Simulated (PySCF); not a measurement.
The multiplicity is imposed and other spin states were not computed.

B3LYP has the VWN-RPA correlation part, as in Gaussian. 

Cartesian coordinates (Å):
```xyz
13

Zn     0.1793     0.2682     0.0481
N      0.7028    -1.3978     0.5827
H     -0.0678    -2.0474     0.7795
H      1.3051    -1.4141     1.4140
N     -0.2940     1.8649    -0.6794
C      0.2252     2.3309    -1.9494
C     -1.0181     2.8837     0.0518
H     -0.5886     2.6948    -2.6193
H      0.9465     3.1765    -1.8411
H      0.7495     1.5188    -2.4850
H     -0.3882     3.7709     0.3034
H     -1.8879     3.2706    -0.5291
H     -1.4137     2.4823     1.0026
```
Charge 0, spin multiplicity 1.

Q: What charge on the central atom (Mulliken), total energy, HOMO–LUMO gap, LUMO, dipole moment, charge on the central atom (meta-Löwdin) and HOMO does B3LYP-D3(BJ)/def2-TZVP // TPSS-D3(BJ)/def2-SVP (PySCF) give?

A: 
- charge on the central atom (Mulliken) = 0.32 e
- total energy = -53608.36 eV
- HOMO–LUMO gap = 4.83 eV
- LUMO = -0.68 eV
- dipole moment = 1.11 D
- charge on the central atom (meta-Löwdin) = 1.12 e
- HOMO = -5.51 eV
